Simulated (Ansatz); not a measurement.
Ansatz (a first-principles code) input (RI-MP2/def2-QZVPPD):
A basis named .json is the Basis Set Exchange file of that set.

Ansatz 0.2 input:
```yaml
crystal:
  periodic: [false, false, false]
  atoms:
    - {symbol: Ge, position_ang: [0.01702322, 0.00004286, 1.24039677]}
    - {symbol: I, position_ang: [1.01958355, -1.73557282, -0.38846273]}
    - {symbol: I, position_ang: [-1.02986172, 1.73554695, -0.36045607]}
basis:
  gaussian:
    orbitals: def2-QZVPPD.json
    fitting: {mean_field: def2-universal-jkfit, correlation: def2-QZVPPD-RIFIT.json}
magnetization: {spin_polarized: true, initial_magnetization: 2}
correlation: {method: mp2, electrons: outside_noble_gas}
```

End of the output:

```
integrals: 0.56 GiB planned
702 factors; integrals over basis functions are off by at most 1.1e0 eV
898 factors; integrals over basis functions are off by at most 7.2e0 eV
mean field: 1.55 GiB planned
mean field evaluation 1: about -72619.5218 eV, gradient 8.9e0 eV
mean field evaluation 2: about -72620.3078 eV, gradient 6.7e0 eV
mean field evaluation 4: about -72620.6433 eV, gradient 1.2e0 eV
mean field evaluation 8: about -72620.6944 eV, gradient 2.0e-5 eV
mean field evaluation 16: about -72619.4430 eV, gradient 8.1e-1 eV
mean field -72620.69440807 eV, -2668.7612954219 hartree, gradient 2.8e-6 eV, S^2 2.032844; 2 other end points of the search recorded, 0 dependent functions left out
32 core orbitals not correlated
reference -72620.69440807 eV, -2668.7612954219 hartree; 10, 8 occupied and 235, 237 virtual orbitals, 898 factors
second order -10.49170035 eV of doubles, -0.00000000 eV of singles
Total energy: -72631.18610842 eV, -2669.1468582984 hartree
```

This state (charge 0, triplet) is run at the relaxed geometry of the species with charge 0 and multiplicity 1, and is a spin state other than that species' own.
